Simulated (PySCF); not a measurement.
1,1,2-trichloro-2-fluoroethene (C₂Cl₃F), SMILES FC(Cl)=C(Cl)Cl. Geometry optimised at B3LYP-D3(BJ)/def2-SVP.

Problem. Give the equilibrium geometry at B3LYP-D3(BJ)/def2-SVP (PySCF confirms it by a frequency run) as bond lengths and angles, and its point group. (Estimate from the structure and the level; the computed values follow.)

Solution. point group Cs.
Atoms: F1 C2 Cl3 C4 Cl5 Cl6. Bonds (Å): F1–C2 1.323, C2–Cl3 1.716, C2–C4 1.345, C4–Cl5 1.724, C4–Cl6 1.729. Angles (°): F1–C2–Cl3 114.0, F1–C2–C4 121.4, Cl3–C2–C4 124.6, C2–C4–Cl5 122.6, C2–C4–Cl6 120.2, Cl5–C4–Cl6 117.2.
Charge 0, spin multiplicity 1.
